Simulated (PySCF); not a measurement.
**GeF: from constants to spectrum**

UHF-CCSD(T) constants of GeF, ²Π (doublet), unpaired electrons π ↑ (Ge def2-TZVPP, F def2-TZVPP; no relativity (PySCF 2.14); masses 73.9212 and 18.9984 u):

| Item | Value |
| --- | --- |
| ωe | 677.1 cm⁻¹ |
| ωexe | 3.0 cm⁻¹ |
| Be | 0.36308 cm⁻¹ |
| αe | 0.00250 cm⁻¹ |
| De to Ge + F | 5.13 eV |

What force constant and bond length do these constants imply?

Reduced mass μred = 15.114 u; k = 5.8918×10⁻⁷·μred·ωe² (u, cm⁻¹, mdyn/Å) = 4.08 mdyn/Å; Re = √(16.8576/(μred·Be)) (u, cm⁻¹, Å) = 1.753 Å.

Estimate the centrifugal constant D from the Kratzer relation and find the Dunham coefficient a1.

D = 4Be³/ωe² = 4.18e-07 cm⁻¹; a1 = −1 − αeωe/(6Be²) = -3.14.

Correlated steps freeze 10 core orbitals. Spin–orbit coupling is left out. The state is the lowest determinant that a PBE0 search found; another state may lie lower at other levels.
